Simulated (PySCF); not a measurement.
A PySCF script (with the pyscf-properties extension) for the NMR shieldings of `C[C@@H](CF)C[SiH2]Cl`, C$_{4}$H$_{10}$ClFSi, on a GFN2-xTB geometry:

```python
import basis_set_exchange as bse
import numpy as np
from pyscf import gto, dft
from pyscf.prop import nmr

atoms = """
C    -1.698662    0.066975   -1.171082
C    -0.483660    0.364985   -0.293762
C    -0.941579    0.506744    1.153482
F     0.077441    0.975343    1.949109
C     0.576579   -0.729678   -0.438316
Si    2.269334   -0.369791    0.369777
Cl    2.852382    1.478400   -0.182157
H    -2.438301    0.860632   -1.092274
H    -2.164561   -0.869646   -0.871133
H    -1.399765   -0.017176   -2.212722
H    -0.050103    1.321654   -0.603712
H    -1.761382    1.227011    1.243787
H    -1.246429   -0.458505    1.572552
H     0.742414   -0.892023   -1.506357
H     0.175396   -1.666160   -0.045885
H     3.225249   -1.327692   -0.191409
H     2.258649   -0.459042    1.822821
"""
names = dict.fromkeys(["C", "F", "Si", "Cl", "H"], "pcSseg-1")
basis = {el: gto.basis.parse(bse.get_basis(n, elements=[el], fmt="nwchem")) for el, n in names.items()}
mol = gto.M(atom=atoms, basis=basis, charge=0, verbose=0)
mf = dft.RKS(mol, xc="PBE0")
mf.grids.level = 2
mf.grids.alignment = dft.numint.BLKSIZE   # the property module wants whole blocks of grid points
mf.conv_tol = 1e-9
mf.kernel()

calc = nmr.RKS(mf)   # GIAO
C = mf.mo_coeff
Co = C[:, mf.mo_occ > 0]
resp = mf.gen_response(singlet=True, hermi=2)
def vind(x):   # induced exchange potential for any number of trial vectors
    d = np.einsum("pi,xij,qj->xpq", C, 2 * x.reshape(-1, C.shape[1], Co.shape[1]), Co, optimize=True)
    return np.einsum("xpq,pi,qj->xij", resp(d - d.transpose(0, 2, 1)), C, Co, optimize=True).ravel()
mo1, _ = nmr.rhf.solve_mo1(calc, with_cphf=vind)
sigma = calc.kernel(mo1)
for i, s in enumerate(sigma):   # ppm
    w = np.linalg.eigvalsh((s + s.T) / 2)
    print("%2d %-2s iso %8.1f  s11 %8.1f  s22 %8.1f  s33 %8.1f" % (i, mol.atom_pure_symbol(i), w.mean(), *w))
```

**Question.** What does it print?

**Answer.** 
```
 0 C  iso    165.9  s11    146.4  s22    160.6  s33    190.6
 1 C  iso    154.2  s11    141.3  s22    156.4  s33    164.8
 2 C  iso     92.5  s11     52.7  s22     82.6  s33    142.2
 3 F  iso    407.4  s11    375.2  s22    390.6  s33    456.6
 4 C  iso    160.3  s11    144.7  s22    159.1  s33    177.2
 5 Si iso    364.1  s11    319.6  s22    362.5  s33    410.2
 6 Cl iso   1026.0  s11    977.1  s22   1039.7  s33   1061.2
 7 H  iso     30.7  s11     25.7  s22     27.9  s33     38.3
 8 H  iso     31.1  s11     27.4  s22     29.0  s33     36.9
 9 H  iso     30.6  s11     26.2  s22     28.6  s33     37.1
10 H  iso     29.4  s11     24.5  s22     30.2  s33     33.4
11 H  iso     26.9  s11     21.7  s22     28.4  s33     30.7
12 H  iso     27.5  s11     23.2  s22     28.3  s33     31.0
13 H  iso     30.6  s11     25.9  s22     29.7  s33     36.0
14 H  iso     31.3  s11     27.7  s22     29.6  s33     36.7
15 H  iso     26.6  s11     22.4  s22     24.8  s33     32.6
16 H  iso     26.5  s11     23.2  s22     24.8  s33     31.6
```

These numbers come from an equivalent density-fitted implementation of the same equations, which agrees with the script to about 0.01 ppm for H and up to a few tenths of a ppm for heavy atoms, so last digits may differ.

**Question.** Turn these shieldings into chemical shifts. References, each an isolated molecule treated in the same way: TMS for ¹³C (σref 186.93) and ²⁹Si (σref 349.16) and ¹H (σref 31.72); ¹⁹F (σref 170.95) vs CFCl3; HCl for ³⁵Cl (σref 949.78).

**Answer.** Averaging equivalent atoms: C 2: 94.4; C 1: 32.8; C 4: 26.6; C 0: 21.1; F 3: -236.5; Si 5: -14.9; Cl 6: -76; H 16: 5.20; H 15: 5.14; H 11: 4.80; H 12: 4.24; H 10: 2.36; H 13: 1.14; H 7/8/9: 0.92; H 14: 0.39 ppm. Unscaled 19F shifts against computed CFCl3 carry errors that often reach 10 to 50 ppm.

Size and cost of the density-fitted run: 183 basis functions, 30 s wall time on 1 thread of an Arm Neoverse V1, shared host; peak memory 0.83 GiB.
